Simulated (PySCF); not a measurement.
Atoms are numbered as in `[CH3:1]/[CH:2]=[C:3](/[CH3:4])[CH2:5][O:6][CH3:7]`. Each H is labelled by its parent atom.

PySCF 2.14 calculation with coordinates at the PBE0-D3(BJ)/def2-SVP level, GIAO CAM-B3LYP/pcSseg-1 shieldings and J: B3LYP/pcJ-1 (without the spin–dipole term); averaged over atoms made equivalent by symmetry, fast rotation or ring inversion, no relativistic terms, no solvent model, a single conformation.

List the cross peaks expected in HSQC, COSY and HMBC spectra.

Results:



HSQC (one-bond C–H):
```
          δH          δC  $^{1}J$(C,H) (Hz)
5.60 (H(C2))  135.4 (C2)                157
3.92 (H(C5))   69.9 (C5)                145
3.07 (H(C7))   55.6 (C7)                145
1.72 (H(C1))   15.0 (C1)                132
1.71 (H(C4))   23.0 (C4)                133
```

COSY cross peaks (|J| ≥ 2 Hz):
```
          δH            δH  abs. J (Hz)  bonds
5.60 (H(C2))  1.72 (H(C1))          8.3      3
1.72 (H(C1))  1.71 (H(C4))          2.1      5
```

HMBC (two and three bonds, |J| ≥ 2.5 Hz):
```
          δH                                                     δC [abs. J in Hz]
5.60 (H(C2))                     69.9 (C5) [8.8], 23.0 (C4) [8.2], 15.0 (C1) [5.5]
3.92 (H(C5))  144.3 (C3) [2.5], 135.4 (C2) [4.4], 55.6 (C7) [8.0], 23.0 (C4) [4.3]
3.07 (H(C7))                                                       69.9 (C5) [6.1]
1.72 (H(C1))                                    144.3 (C3) [6.5], 135.4 (C2) [6.6]
1.71 (H(C4))                   144.3 (C3) [6.0], 135.4 (C2) [6.9], 69.9 (C5) [3.7]
```

Referencing at the same level of theory: $^{1}$H (σ = 31.33 ppm) and $^{13}$C (σ = 182.45 ppm) against TMS.

Short H···H contacts in this conformer between protons four or more bonds apart (candidates for NOE cross peaks, intensity ∝ r⁻⁶): H(C1)···H(C5) 1.99 Å, H(C2)···H(C4) 2.30 Å, H(C5)···H(C7) 2.41 Å, H(C4)···H(C5) 2.63 Å, H(C4)···H(C7) 2.73 Å.

Unscaled 3J(H,H) at this level run about 10 % above measured values. Shifts are as computed, not scaled to solution data. Of 1211 compounds with measured shifts, 218 miss one by over three times the rms of a fit or turn the order of signals round; such compounds aren't used in these exercises.
